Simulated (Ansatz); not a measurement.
`N=[C](Cl)[Al]([F])[SiH3]`. Charge 0, multiplicity 1.

Cartesian coordinates in Å:
```
N 1.612 -1.494 -0.918
C 0.795 -1.741 0.007
Cl 0.838 -3.357 0.702
Al -0.533 -0.479 0.752
F -1.525 -0.978 1.965
Si -0.664 1.787 -0.159
H 1.508 -0.534 -1.253
H -0.971 1.731 -1.615
H 0.650 2.472 -0.002
H -1.710 2.593 0.522
```

**Question.** What are the harmonic wavenumbers in cm⁻¹ at PBE0-D4/def2-TZVP (Ansatz, finite differences of forces, unscaled)? (An estimate is asked.)

**Answer.** Ansatz gave: 47i, 25, 63, 125, 143, 211, 311, 365, 414, 462, 462, 524, 791, 851, 869, 874, 934, 935, 1210, 1665, 2206, 2214, 2235, 3447.

**Question.** Is this a minimum?

**Answer.** No: 1 imaginary mode, so it is a saddle point.
